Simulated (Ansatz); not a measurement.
Mulliken charges of ClGeH5O2Si (`[OH][GeH2][SiH](O)Cl`) from ωB97M-V/def2-TZVPP in Ansatz (PBE0-D4/def2-TZVP geometry).

| atom | x (Å) | y (Å) | z (Å) | charge (e) |
| --- | --- | --- | --- | --- |
| O1 | -0.658 | -1.431 | -1.703 | -0.427 |
| Ge2 | 0.548 | -1.203 | -0.402 | 0.229 |
| Si3 | 0.295 | 1.010 | 0.453 | 0.448 |
| O4 | -1.326 | 1.177 | 0.648 | -0.372 |
| Cl5 | 1.285 | 1.187 | 2.255 | -0.219 |
| H6 | -1.539 | -1.181 | -1.415 | 0.168 |
| H7 | 0.325 | -2.241 | 0.718 | 0.005 |
| H8 | 1.900 | -1.441 | -1.087 | 0.025 |
| H9 | 0.842 | 2.097 | -0.398 | -0.040 |
| H10 | -1.672 | 2.026 | 0.933 | 0.183 |

Task: By hand: the dipole of these point charges (1 e Å = 4.8032 D).

Result: Σ q r = (0.201, 0.131, 0.029) e Å, of length 0.242 e Å = 1.16 D.

Task: How does the dipole of the full density compare? (Best estimate.)

Result: Ansatz gave: (-0.210, 0.340, 0.127) e Å, 2.01 D; the point charges give 0.58 times that, at 87° from its direction.

Point charges leave out the atoms' own dipoles, such as those of lone pairs, and Mulliken's split depends on the basis, so the two needn't agree.
